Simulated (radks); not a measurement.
All-electron atom: the holmium ion Ho+ in [Xe] 4f11 6s1.

Calculated with a radial shooting solver on a logarithmic mesh with Libxc functionals: Dirac Kohn-Sham, RPBE, spin-unpolarised, spherical densities, point nucleus; open shells fill j = l - 1/2 first.

Energy parts (hartree):
part                       energy
total                 -12628.7108
kinetic                13898.3228
electron-nucleus      -31180.4128
Hartree                 4925.4887
exchange-correlation    -272.1094

Orbitals (lengths in bohr, moments of r in powers of bohr; r(max) is where P^2 peaks):
\begin{tabular}{lrrr}
orbital & occ. & eigenvalue (hartree) & r(max) \\ \hline
1s1/2 & 2 & -2037.580 & 0.01311 \\
2s1/2 & 2 & -340.8152 & 0.07478 \\
2p1/2 & 2 & -324.3333 & 0.05625 \\
2p3/2 & 4 & -292.8423 & 0.06237 \\
3s1/2 & 2 & -76.29530 & 0.2114 \\
3p1/2 & 2 & -69.09635 & 0.1990 \\
3p3/2 & 4 & -62.51813 & 0.2117 \\
3d3/2 & 4 & -50.20196 & 0.1675 \\
3d5/2 & 6 & -48.76485 & 0.1711 \\
4s1/2 & 2 & -15.25860 & 0.4842 \\
4p1/2 & 2 & -12.40160 & 0.4870 \\
4p3/2 & 4 & -10.92784 & 0.5142 \\
4d3/2 & 4 & -6.23098 & 0.5182 \\
4d5/2 & 6 & -5.96365 & 0.5270 \\
4f5/2 & 6 & -0.36861 & 0.5214 \\
4f7/2 & 5 & -0.33277 & 0.5268 \\
5s1/2 & 2 & -2.08693 & 1.137 \\
5p1/2 & 2 & -1.32010 & 1.243 \\
5p3/2 & 4 & -1.13616 & 1.328 \\
5d3/2 & 0 & -0.25023 & 1.945 \\
5d5/2 & 0 & -0.24027 & 2.007 \\
6s1/2 & 1 & -0.32340 & 3.211 \\
6p1/2 & 0 & -0.20855 & 4.025 \\
6p3/2 & 0 & -0.19485 & 4.292 \\
\end{tabular}

The highest occupied level is 6s1/2 at -8.800 eV. The density falls to 0.001 e/bohr^3 at r = 4.40 bohr. Summed over all electrons, <r^2> = 53.81 bohr^2, which gives a Langevin (diamagnetic) susceptibility term of -42.6 x 10^-6 cm^3/mol.
